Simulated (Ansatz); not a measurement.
`C[CH2][AlH][AlH][SiH3]`. Total charge 0; spin multiplicity 1. Geometry: relaxed with PBE0-D4/def2-TZVP. It is one conformer, not always the lowest.

```xyz
15

C     2.129   -0.890    0.023
C     1.105   -1.997   -0.216
Al   -0.773   -1.555    0.170
Al   -1.441    0.796    1.040
Si   -1.779    2.719   -0.467
H     1.919   -0.007   -0.589
H     3.150   -1.205   -0.212
H     2.130   -0.560    1.067
H     1.357   -2.888    0.376
H     1.148   -2.343   -1.258
H    -1.871   -2.684   -0.114
H    -1.605    1.127    2.596
H    -2.921    3.595   -0.074
H    -0.551    3.572   -0.453
H    -1.998    2.319   -1.888
```

(1) What is the dipole moment at r2SCAN/def2-TZVPP? (An estimate is asked.)

(2) And with PBE, B3LYP, ωB97M-V? (An estimate is asked.)

(3) Give the Mulliken charges with r2SCAN, PBE, ωB97M-V in def2-TZVPP. (An estimate is asked.)

Results:

(1) The calculation gave: 1.26 D, with components (0.81, -0.96, 0.03) D in this frame, pointing from negative to positive charge.

(2) The calculation gave: PBE 1.29 D, B3LYP 1.28 D, ωB97M-V 1.34 D.

(3) Ansatz gave: 
```
atom  r2SCAN    PBE  ωB97M-V
  C1   -0.13  -0.26    -0.35
  C2   -0.23  -0.24    -0.34
 Al3    0.35   0.25     0.31
 Al4    0.31   0.24     0.23
 Si5    0.02  -0.03    -0.07
  H6    0.04   0.09     0.11
  H7    0.04   0.08     0.11
  H8    0.04   0.08     0.10
  H9    0.04   0.08     0.10
 H10    0.05   0.08     0.10
 H11   -0.17  -0.12    -0.11
 H12   -0.17  -0.11    -0.11
 H13   -0.07  -0.04    -0.02
 H14   -0.07  -0.05    -0.03
 H15   -0.07  -0.05    -0.03
```

B3LYP here is the variant with VWN-RPA as its local correlation; programs differ in this.
